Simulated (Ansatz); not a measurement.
The same molecule with X = B, Al, Ga, In. Ansatz, PBE0-D4/def2-TZVP geometries, multiplicity 1. Each molecule was computed in one conformer, which needn't be the lowest.

Elements past krypton have def2 core potentials. Scalar relativity is left out up to krypton.

| X | molecule | mean X–Cl bond length / Å | mean X–O bond length / Å | HOMO–LUMO gap (PBE0/def2-TZVPP) / eV | HOMO energy (ωB97M-V/def2-TZVPP) / eV | LUMO energy (B3LYP/def2-TZVPP) / eV |
| --- | --- | --- | --- | --- | --- | --- |
| B | `COB(Cl)Cl` | 1.758 | 1.331 | 8.68 | -11.16 | -0.42 |
| Ga | `C[O][Ga]([Cl])[Cl]` | 2.117 | 1.758 | 7.03 | -10.89 | -1.81 |
| In | `C[O][In]([Cl])[Cl]` | 2.299 | 1.957 | 5.71 | -10.61 | -2.83 |

(1) Give the row for X = Al, `C[O][Al]([Cl])[Cl]`. (An estimate is asked.)

Answers

(1) The calculation gave: 
```json
{"X": "Al", "molecule": "`C[O][Al]([Cl])[Cl]`", "mean X–Cl bond length / Å": "2.076", "mean X–O bond length / Å": "1.664", "HOMO–LUMO gap (PBE0/def2-TZVPP) / eV": "7.82", "HOMO energy (ωB97M-V/def2-TZVPP) / eV": "-11.07", "LUMO energy (B3LYP/def2-TZVPP) / eV": "-1.13"}
```

From B to In the mean X–Cl bond length rises at each step, by 0.541 Å in all; the mean X–O bond length rises at each step, by 0.626 Å in all; the HOMO–LUMO gap (PBE0/def2-TZVPP) falls at each step, by 2.97 eV in all; the HOMO energy (ωB97M-V/def2-TZVPP) rises at each step, by 0.55 eV in all; the LUMO energy (B3LYP/def2-TZVPP) falls at each step, by 2.41 eV in all. Bonds lengthen as the atom grows down the group.

B3LYP here is the variant with VWN-RPA as its local correlation; programs differ in this.
